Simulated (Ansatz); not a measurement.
Z-matrix (Å, degrees):
```
C
C 1 1.510
H 1 1.092 2 111.2
H 1 1.093 2 110.5 3 120.5
H 1 1.093 2 110.1 3 -120.0
F 2 1.402 1 108.9 3 -63.4
Si 2 1.902 1 114.3 3 57.2
H 2 1.097 1 109.8 3 -179.5
H 7 1.486 2 109.3 1 -57.0
H 7 1.488 2 108.7 1 62.3
H 7 1.484 2 110.1 1 -177.9
```

Total charge 0; spin multiplicity 1.

Question: List the CAM-B3LYP/def2-TZVPP orbital energies in eV (Ansatz). (Estimate.)

Answer: Computed: Occupied: -1800.90, -673.08, -280.72, -278.91, -145.51, -100.84, -100.83, -100.82, -34.51, -23.17, -19.36, -16.90, -15.68, -14.45, -14.25, -12.89, -12.62, -11.50, -11.27, -10.99, -9.77. Lowest empty: 1.43, 2.12, 2.13, 2.50, 3.01, 3.30, 3.80, 3.96.
